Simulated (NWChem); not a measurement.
# TlCl; SMILES [Cl][Tl]

All runs: NWChem. The geometry was optimised at PBE-D3(BJ)/def2-SVP. def2 effective core potentials on Tl; no spin-orbit coupling. Ions are spin-unrestricted doublets at the neutral geometry; other ion states weren't tried. Functional: LC-ωPBE (HJS hole) with def2-SVP; rows give the range parameter ω in 1/bohr.

**Question.** At which range parameter does −ε(HOMO) equal the ΔSCF ionisation energy (optimal tuning)?

**Answer.** about 0.40 per bohr, by linear interpolation in these runs:
```tsv
range parameter (1/bohr)	vertical ionisation energy, ΔSCF (eV)	−ε(HOMO) (eV)	ΔSCF minus −ε(HOMO) (eV)
0.15	9.65	8.18	1.47
0.25	9.66	8.96	0.70
0.35	9.69	9.49	0.20
0.40	9.70	9.69	0.01
0.60	9.73	10.19	-0.46
```
